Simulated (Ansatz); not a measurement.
CHF, SMILES `[CH]F` (excited triplet) (charge 0, multiplicity 3). This triplet is an excited state, 0.66 eV above the relaxed singlet at the level composite: frozen-core CCSD(T) with HF/cc-pVQZ and the correlation energy extrapolated as X^-3 from cc-pVTZ and cc-pVQZ, plus CCSDT(Q) minus CCSD(T) in cc-pVDZ // PBE0-D3(BJ)/def2-TZVP (Ansatz, a program for electronic structure).

Cartesian coordinates (Å):
SMILES: [CH]F
```xyz
3

C     -0.0998     0.3800     0.0000
F      1.0960    -0.1421     0.0000
H     -0.9963    -0.2379     0.0000
```
Charge 0, spin multiplicity 3.

Frozen-core energies in 6-31g from Ansatz at a geometry from PBE0-D3(BJ)/def2-TZVP; the HF reference has <S^2> = 2.01 and the T1 diagnostic is 0.017.

```tsv
level	energy (Ha)	difference from CCSDTQ (mHa)
HF	-137.72292	186.64
MP2	-137.89483	14.74
CCSD	-137.90588	3.69
CCSD(T)	-137.90875	0.82
CCSDT	-137.90924	0.33
CCSDT(Q)	-137.90961	-0.05
CCSDTQ	-137.90957	0.00
```
